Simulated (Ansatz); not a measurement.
A trace of molecular dynamics of CH4BFOSi (9 atoms, charge 0, multiplicity 1).

Level of theory: Ansatz, RHF/def2-SVP.

```
ensemble                      : NVE (velocity Verlet)
starting velocities drawn for : 100 K
seed                          : 9750
```

```tsv
time (fs)	T (K)	potential energy less start (eV)	conserved less start (meV/atom)
0.0	100	0.000	0.00
4.0	70	0.028	0.06
8.0	745	-0.580	0.49
12.0	3673	-3.240	-0.84
16.0	3669	-3.230	-0.06
20.0	3393	-2.981	-0.21
24.0	2580	-2.245	-0.11
28.0	2248	-1.946	-0.26
32.0	2344	-2.029	0.09
36.0	2834	-2.477	-0.36
40.0	2057	-1.770	0.08
44.0	3136	-2.755	-0.90
48.0	1556	-1.314	0.41
52.0	2041	-1.760	-0.38
56.0	1476	-1.244	0.11
60.0	2951	-2.580	-0.03
64.0	4203	-3.717	-0.42
68.0	2748	-2.396	0.03
72.0	2620	-2.282	-0.14
76.0	3402	-2.992	-0.52
80.0	3363	-2.959	-0.71
84.0	1473	-1.242	0.04
88.0	1556	-1.316	0.16
92.0	2687	-2.342	-0.11
96.0	3123	-2.739	-0.47
100.0	1635	-1.389	-0.03
```

Problem. Can this run be trusted? Judge the integration.

Solution. The conserved energy stayed within 1.3 meV per atom of its start (net change -0.03 meV per atom), so the integration is sound. The system heated up, since it started high on the potential surface and ran downhill. A run of 0.1 ps of so small a system gives no equilibrium averages. The orbitals stay closed-shell, which can raise the energy where a bond breaks towards radicals; this wasn't checked here. The time step was 0.5 fs.

Run time: 5.5 min on 1 thread of Arm Neoverse V1 (shared host), peak memory 0.17 GiB.
